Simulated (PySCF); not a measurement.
TaO⁺ from Hartree–Fock to correlated methods

State: ³Δ (triplet), unpaired electrons σ ↑, δ ↑. Set-up: Ta def2-TZVPPD with ECP60, O def2-TZVPPD; scalar-relativistic core potentials (PySCF 2.14). De refers to Ta⁺ (5d3 6s1) + O in their high-spin ground configurations, without counterpoise correction. The functionals are run spin-unrestricted. A positive dipole points towards O; it is taken about the centre of mass and depends on that origin. Levels whose curve was spin-contaminated or gave no clean fit are not listed.

```csv
Level,Re (Å),ωe (cm⁻¹),De (eV),μ (D),"CPU s a point (SCF and correlation, without the integrals)"
ROHF,1.638,1185,n/a,-4.92,1.1
ROHF-MP2,1.687,1015,n/a,n/a,2.1
ROHF-SCS-MP2,1.684,1026,n/a,n/a,n/a
ROHF-CCSD,1.664,1103,6.92,n/a,n/a
ROHF-CCSD(T),1.681,1042,7.54,n/a,100
PBE,1.676,1052,n/a,-3.55,1.4
revPBE,1.679,1044,n/a,-3.57,0.99
TPSS,1.679,1051,n/a,-3.76,1.9
r²SCAN,1.668,1079,n/a,-3.80,1.8
TPSSh,1.671,1073,n/a,-3.89,3.6
PBE0,1.657,1107,n/a,-3.92,3.1
M06,1.651,1107,n/a,-3.80,2.7
ωB97X,1.652,1125,n/a,-4.15,3.6
```

The bond length runs from 1.638 Å (ROHF) to 1.687 Å (ROHF-MP2).

Correlated steps freeze 1 core orbital. De is left out where the level can put another filling of the metal’s s and d shells below the measured ground configuration, by anything from nothing to about 1 eV. These are scalar-relativistic numbers at best; spin–orbit coupling would shift them, the dissociation energy most. For an ion De counts to the pair picked by the measured ionisation energies or electron affinities, which need not be the lowest pair at this level. The state is the lowest single determinant that the PBE0 search found; with open d or f shells the true ground state can be another one.

The whole job (state search and all levels along the bond) took about 12 min on 2 threads of Intel Xeon 6975P-C (shared host), peak memory 4.9 GiB.
